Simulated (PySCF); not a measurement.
**Core-level binding energies of `C[O+](C)[B@H-](C#N)C1CC1`**

Compound: C6H12BNO.
Structure used (PBE0-D3(BJ)/def2-SVP), in Å, numbered top down from 1:
```xyz
21
C6H12BNO angstrom
C     -1.491    0.930    0.164
O     -0.965   -0.334    0.562
C     -1.285   -1.398   -0.329
B      0.570   -0.366    1.172
C      0.493    0.668    2.362
N      0.435    1.459    3.210
C      1.600    0.025    0.031
C      3.006   -0.508    0.158
C      2.123   -1.016   -0.933
H     -1.045    1.245   -0.793
H     -2.582    0.840    0.067
H     -1.239    1.646    0.955
H     -0.903   -2.318    0.125
H     -2.377   -1.449   -0.436
H     -0.806   -1.235   -1.307
H      0.669   -1.518    1.559
H      1.552    1.045   -0.371
H      3.223   -1.173    0.999
H      3.834    0.153   -0.111
H      2.348   -0.710   -1.959
H      1.744   -2.039   -0.847
```

Method: delta-SCF UKS SCAN, pcX-2 on the ionised atom, pcseg-1 elsewhere, spin-free X2C (PySCF 2.14.0). These are vertical core ionisation energies against the vacuum level, from separate self-consistent calculations with and without the core hole.

What binding energy does each computed site have?

```json
{"atom(s)": "O2", "bonded to": "2 C and B", "level": "O 1s", "binding energy (eV)": "540.83", "above the level's lowest (eV)": "0.00", "count": "1"}
{"atom(s)": "N6", "bonded to": "C (triple bond)", "level": "N 1s", "binding energy (eV)": "404.02", "above the level's lowest (eV)": "0.00", "count": "1"}
{"atom(s)": "C1/C3", "bonded to": "O and 3 H", "level": "C 1s", "binding energy (eV)": "293.31", "above the level's lowest (eV)": "+3.52", "count": "2"}
{"atom(s)": "C5", "bonded to": "N (triple bond) and B", "level": "C 1s", "binding energy (eV)": "290.77", "above the level's lowest (eV)": "+0.98", "count": "1"}
{"atom(s)": "C9", "bonded to": "2 C and 2 H", "level": "C 1s", "binding energy (eV)": "290.38", "above the level's lowest (eV)": "+0.59", "count": "1"}
{"atom(s)": "C8", "bonded to": "2 C and 2 H", "level": "C 1s", "binding energy (eV)": "290.29", "above the level's lowest (eV)": "+0.50", "count": "1"}
{"atom(s)": "C7", "bonded to": "2 C, H and B", "level": "C 1s", "binding energy (eV)": "289.79", "above the level's lowest (eV)": "0.00", "count": "1"}
{"atom(s)": "B4", "bonded to": "O, 2 C and H", "level": "B 1s", "binding energy (eV)": "195.62", "above the level's lowest (eV)": "0.00", "count": "1"}
```

Lowest listed C 1s: C7, bonded to 2 C, H and B. Highest, 3.52 eV above it: C1/C3, bonded to O and 3 H.

Which photon energy gives electrons from C 1s of C1/C3 a kinetic energy of 100 eV, and what is their de Broglie wavelength?

hν = 293.31 + 100 = 393.31 eV, recoil neglected; λ = 12.264 Å/√(E/eV) = 1.23 Å.

What is the C 1s shift of C1/C3 against C9?

293.31 − 290.38 = +2.93 eV, or +283 kJ/mol.

One atom of each set of topologically equivalent atoms was ionised and stands for the set; in this conformer not all members are related by symmetry, and their own values weren't computed. Geometry: PBE0-D3(BJ)/def2-SVP, one conformer, isolated molecule.

Hardware: Arm Neoverse V2, one thread, on a shared host. Cost: 3.4 min of wall time, 0.83 GiB resident at most.
